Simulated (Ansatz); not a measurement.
Calculated with Ansatz (gas phase, PBE0-D4/def2-TZVP geometries, no zero-point term in ΔE). CCSD(T)/CBS is the MP2 limit (def2-TZVPP, def2-QZVPP) plus CCSD(T) − MP2 in def2-TZVPP, frozen cores. This one scheme is used for every species. DFT in def2-TZVPP. B3LYP here is the variant with VWN-RPA as its local correlation; programs differ in this. For Ge outer-core shells are correlated without core-valence functions, which leaves a few kJ/mol of doubt a bond. Scalar relativity is left out up to krypton. One conformer a species, not always the lowest.

Consider the germylene formation by 1,1-elimination: `[F][GeH2][SH]` → H–F + `[SH][GeH]`.

`[F][GeH2][SH]`:

Cartesian coordinates in Å:
```
F -0.682 -1.186 1.275
Ge 0.087 0.171 0.500
S 0.738 -0.415 -1.517
H -0.984 1.266 0.461
H 1.336 0.491 1.324
H -0.495 -0.327 -2.043
```

H–F:

```xyz
2

F     0.278    0.028   -0.365
H    -0.278   -0.028    0.365
```

`[SH][GeH]`:

Cartesian coordinates in Å:
```
S 1.292 -0.153 0.024
Ge -0.401 1.139 -0.622
H 0.618 -1.150 0.617
H -1.509 0.164 -0.019
```

| level | ΔE (kJ/mol) |
| --- | --- |
| PBE-D4 | 147.1 |
| r2SCAN-D4 | 172.3 |
| r2SCAN0-D4 | 174.9 |
| r2SCAN | 171.5 |
| B3LYP | 141.1 |
| HF/def2-TZVPP | 167.6 |
| CCSD(T)/def2-TZVPP | 166.1 |
| HF/def2-QZVPP | 168.9 |

(1) What does CCSD(T)/CBS give? (An estimate is asked.)

Largest T1 diagnostic among the species: 0.015.

## Answers

(1) Computed: +154.9 kJ/mol. The listed levels differ from it by -7.8, 17.4, 20.0, 16.6, -13.8, 12.7, 11.2, 14.0 kJ/mol.

From BLYP to BHLYP (50 % exact exchange), in def2-TZVPP and without D4, ΔE moves by +35.7 kJ/mol. At CCSD(T), def2-SVP lies +13.1 kJ/mol from the extrapolated value and def2-TZVPP +11.2 kJ/mol.
